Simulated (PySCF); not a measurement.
**Arsenic: a sound run and one with changed settings**

Sound run: As [Ar] 3d10 4s2 4p3, As+ [Ar] 3d10 4s2 4p2. Calculation: PySCF 2.14, in aug-cc-pVDZ-PP with ECP10MDF (5s4p3d, 32 functions); scalar relativity through the core potential. In the sound run the correlated levels freeze 3s2 3p6 3d10 outside the core potential. The sound run starts from symmetry-adapted Hartree-Fock orbitals and uses a fine grid where one is needed.

Changed run: a valence shell is frozen. This setting is unsound on purpose.

```
species   method  sound run (hartree)  changed run (hartree)  converged
     As      MP2           -331.25492             -331.21132        yes
     As  CCSD(T)           -331.27098             -331.21634        yes
    As+      MP2           -330.89442             -330.85581        yes
    As+  CCSD(T)           -330.91161             -330.85778        yes
```

Ionisation energy of As:

| method | sound run (eV) | changed run (eV) |
| --- | --- | --- |
| UHF | 9.431 | 9.431 |
| MP2 | 9.810 | 9.674 |
| SCS-MP2 | 9.678 | 9.512 |
| CCSD | 9.768 | 9.756 |
| CCSD(T) | 9.779 | 9.757 |

Freezing a valence shell removes pair correlation that changes on ionisation.

For comparison, NIST gives 9.789 eV between the lowest levels.
